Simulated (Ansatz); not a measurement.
The cluster Ge2H2. Total charge 0; singlet. Geometry r2SCAN-D4/def2-TZVP; atoms count from 1.

```xyz
4

Ge   -0.992    0.357   -0.660
Ge    0.355   -0.776    0.905
H     0.525   -0.517   -0.826
H     0.112    0.935    0.581
```

The structure comes from a short search, and lower isomers may exist.

Estimate the Mulliken populations from the PBE0/def2-TZVP orbitals of Ansatz.


```csv
atom,charge (e)
Ge1,-0.05
Ge2,-0.05
H3,0.05
H4,0.05
```
Mulliken values and Mayer orders depend strongly on the basis.

And the Mayer bond orders between bonded heavy atoms (over 0.3)?

Ge1–Ge2 1.48 (2.36 Å).
